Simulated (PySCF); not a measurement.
All of these have the formula C13H12. Level of theory: PySCF 2.14.0, density-fitted response routines, TDDFT PBE0/def2-SVPD, vertical, gas phase, core orbitals frozen in the response. Geometries: PBE0-D3(BJ)/def2-SVP; one conformer of each isolated species. Triplets are in the Tamm–Dancoff approximation. 'Strongest' means the level of largest summed f among the lowest 10 singlets; it needn't be the same kind of state in each.

Question: Rank by computed HOMO–LUMO gap, lowest first.
A. `C#C[C@@]1(C)C[C@]12C=CC=C2C#CC`
B. `Cc1ccc(-c2ccccc2)cc1`
C. `CC1=CC=CC=C1C1=CC=CC=C1`
D. `C=CC1=C[C@@H]2C[C@H]1c1ccccc12`
E. `C1=CCC=CC(c2ccccc2)=C1`
F. `C1=CC=C(CC2=CC=CC=C2)C=C1`

Answer: A (4.56 eV), E (4.84 eV), D (5.15 eV), B (5.51 eV), C (5.91 eV), F (6.40 eV).

| SMILES | gap (eV) | T1 (eV) | f (strongest) | α (au) | HOMO (eV) | first f ≥ 0.01 (nm) | S1 mainly |
| --- | --- | --- | --- | --- | --- | --- | --- |
| C#C[C@@]1(C)C[C@]12C=CC=C2C#CC | 4.56 | 2.37 | 0.18 | 154.9 | -5.82 | 316 | H→L (97%) |
| C1=CCC=CC(c2ccccc2)=C1 | 4.84 | 2.75 | 0.27 | 157.4 | -6.18 | 296 | H→L (97%) |
| C=CC1=C[C@@H]2C[C@H]1c1ccccc12 | 5.15 | 2.76 | 0.25 | 146.5 | -6.20 | 278 | H→L (84%) |
| Cc1ccc(-c2ccccc2)cc1 | 5.51 | 3.49 | 0.55 | 157.1 | -6.42 | 254 | H→L (95%) |
| Cc1ccccc1-c1ccccc1 | 5.91 | 3.75 | 0.18 | 150.9 | -6.68 | 246 | H-1→L (33%) |
| c1ccc(Cc2ccccc2)cc1 | 6.40 | 4.00 | 0.14 | 147.6 | -6.84 | 236 | H→L (62%) |

H and L stand for HOMO and LUMO.

- `C#C[C@@]1(C)C[C@]12C=CC=C2C#CC`: Löwdin shares by element: HOMO carbon 66% or more (atoms not listed hold the other 34%); LUMO carbon 57% or more (atoms not listed hold the other 43%).
- `C1=CCC=CC(c2ccccc2)=C1`: Löwdin shares by element: HOMO carbon 51% or more (atoms not listed hold the other 49%); LUMO carbon 53% or more (atoms not listed hold the other 47%).
- `C=CC1=C[C@@H]2C[C@H]1c1ccccc12`: Löwdin shares by element: HOMO carbon 58% or more (atoms not listed hold the other 42%); LUMO carbon 67% or more (atoms not listed hold the other 33%).
- `Cc1ccc(-c2ccccc2)cc1`: Löwdin shares by element: HOMO carbon 47% or more (atoms not listed hold the other 53%); LUMO carbon 45% or more (atoms not listed hold the other 55%).
- `Cc1ccccc1-c1ccccc1`: Löwdin shares by element: HOMO carbon 48% or more (atoms not listed hold the other 52%); LUMO carbon 45% or more (atoms not listed hold the other 55%).
- `c1ccc(Cc2ccccc2)cc1`: Löwdin shares by element: HOMO carbon 45% or more (atoms not listed hold the other 55%); LUMO carbon 39% or more (atoms not listed hold the other 61%).
